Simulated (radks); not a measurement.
C III, 4 electrons, occupied as [He] 2s2. Method: scalar-relativistic Kohn-Sham, PBE, spin-polarised, spherical densities, point nucleus; computed with a radial shooting solver on a logarithmic mesh with Libxc functionals. Some entries of the table are withheld. Estimate them.

orbital  occ.  eigenvalue (hartree)  <r> (bohr)  <r^2> (bohr^2)
1s          2                   (1)         (2)             (3)
2s          2                   (4)       1.361           2.184
2p          0                   (5)       1.320           2.139

Answer. 
(1) 1s eigenvalue (hartree): -11.33875
(2) 1s <r> (bohr): 0.2701
(3) 1s <r^2> (bohr^2): 0.09878
(4) 2s eigenvalue (hartree): -1.48390
(5) 2p eigenvalue (hartree): -1.16735
